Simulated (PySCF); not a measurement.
Selenium: a sound run and one with changed settings

Sound run: Se [Ar] 3d10 4s2 4p4, Se⁺ [Ar] 3d10 4s2 4p3. Calculation: PySCF 2.14, in cc-pVDZ-PP with ECP10MDF (4s3p2d, 23 functions); scalar relativity through the core potential. In the sound run the correlated levels freeze 3s2 3p6 3d10 outside the core potential. The sound run starts from symmetry-adapted Hartree-Fock orbitals and uses a fine grid where one is needed.

Changed run: a valence shell is frozen. This setting is unsound on purpose.

```
species   method  sound run (hartree)  changed run (hartree)  converged
     Se      MP2           -371.91630             -371.87808        yes
     Se  CCSD(T)           -371.93267             -371.88599        yes
    Se⁺      MP2           -371.58864             -371.54537        yes
    Se⁺  CCSD(T)           -371.60401             -371.54979        yes
```

Ionisation energy of Se:

| method | sound run (eV) | changed run (eV) |
| --- | --- | --- |
| UHF | 8.504 | 8.504 |
| MP2 | 8.916 | 9.053 |
| SCS-MP2 | 8.933 | 9.170 |
| CCSD | 8.937 | 9.146 |
| CCSD(T) | 8.943 | 9.149 |

Freezing a valence shell removes pair correlation that changes on ionisation.

For comparison, NIST gives 9.752 eV between the lowest levels.
